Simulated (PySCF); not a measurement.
# Stationary points of Rb₂F₂

Level of theory: PBE0 in PySCF with Rb def2-TZVP with ECP28, F def2-TZVP; scalar-relativistic core potentials, no spin–orbit coupling; density-fitted integrals.

Relaxations began from a few typed shapes. The search is not exhaustive: other isomers or separated fragments can lie lower, and high-lying points may rest on an excited occupation.

| spin | group | bonds | angles | imaginary modes (cm⁻¹) | ΔE (kJ/mol) | ΔE with ZPE (kJ/mol) |
| --- | --- | --- | --- | --- | --- | --- |
| singlet | D2h | Rb–F 2.530 Å (×4) | F–Rb–F 82.9° (×2), Rb–F–Rb 97.1° (×2) | none | 0.0 | 0.0 |
| singlet | D2h | Rb–F 2.530 Å (×4) | F–Rb–F 82.9° (×2), Rb–F–Rb 97.1° (×2) | none | 0.2 | 0.2 |

The lowest minimum found is the singlet D2h: Rb–F 2.530 Å (×4); F–Rb–F 82.9° (×2), Rb–F–Rb 97.1° (×2).
